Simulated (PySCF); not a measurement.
# Worked example: dipole moment from atomic charges

Mo(O)(NH)(Cl)(Br) (BrClHMoNO), SMILES [Cl][Mo](=[NH])([Br])=[O], multiplicity 1. Atoms are numbered in the order given.

```xyz
6

Mo     0.3392     0.0604    -0.4617
O      1.9900     0.0428    -0.2877
N     -0.0483    -0.9443    -1.7933
H      0.3219    -1.5545    -2.5237
Cl    -0.3681     2.1658    -0.9337
Br    -0.6827    -0.9010     1.5041
```

Coordinates come from a PBE0-D3(BJ)/def2-SVP optimisation. The spin state was assumed, not searched. The structure was generated by enumeration; whether it is a known compound was not checked. The def2 effective core potentials stand for the cores of Mo; spin–orbit coupling is left out.

Charges (e) from HF/def2-TZVP in PySCF:

```csv
atom,Mulliken,ESP fit
Mo1,1.901,0.824
O2,-0.631,-0.340
N3,-0.707,-0.618
H4,0.294,0.441
Cl5,-0.448,-0.165
Br6,-0.409,-0.142
```

The dipole moment of the full density is 2.18 D.

Task: What dipole moment does each set of point charges give, and which comes closer to that of the density?

Result: 
μ = Σ q r, and 1 e Å = 4.8032 D.
Mulliken: Σ q r = (-0.038, -0.303, -0.367) e Å, |μ| = 2.29 D.
ESP fit: Σ q r = (-0.068, -0.296, -0.347) e Å, |μ| = 2.21 D.
ESP fit comes closer in size. Point charges leave out the atoms' own dipoles (lone pairs, polarised bonds); fits to the potential absorb them, partitions of the density don't.
